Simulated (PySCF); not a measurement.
## Working out the ionisation energy of In

In [Kr] 4d10 5s2 5p1 (2P) → In+ [Kr] 4d10 5s2 (1S). Computed with PySCF 2.14 in aug-cc-pVTZ-PP with one added diffuse shell each of d, f type with ECP28MDF (6s5p5d3f, 67 functions), with a scalar-relativistic core potential. Frozen: 4s2 4p6 4d10. Energies in hartree (1 hartree = 27.21139 eV):

| part | In (lower) | In+ (upper) |
| --- | --- | --- |
| UHF | -189.210365 | -189.018767 |
| MP2 opposite-spin | -0.027946 | -0.023313 |
| MP2 same-spin | -0.002264 | 0.000000 |

Q: What does Hartree-Fock give?

A: (-189.018767) − (-189.210365) = 0.191598 hartree = 5.214 eV.

Q: What do MP2 and SCS-MP2 (6/5 opposite-spin, 1/3 same-spin) give?

A: The opposite-spin parts differ by 0.126 eV and the same-spin parts by 0.062 eV. MP2: 5.214 + (0.126) + (0.062) = 5.402 eV. SCS-MP2: 5.214 + 1.2 × (0.126) + (0.062)/3 = 5.386 eV.

Measured between the centres of the two terms (NIST): 5.603 eV, so MP2 (valence) is off by -0.201 eV.

What remains against the reference includes basis incompleteness, the frozen core and correlation beyond second order.
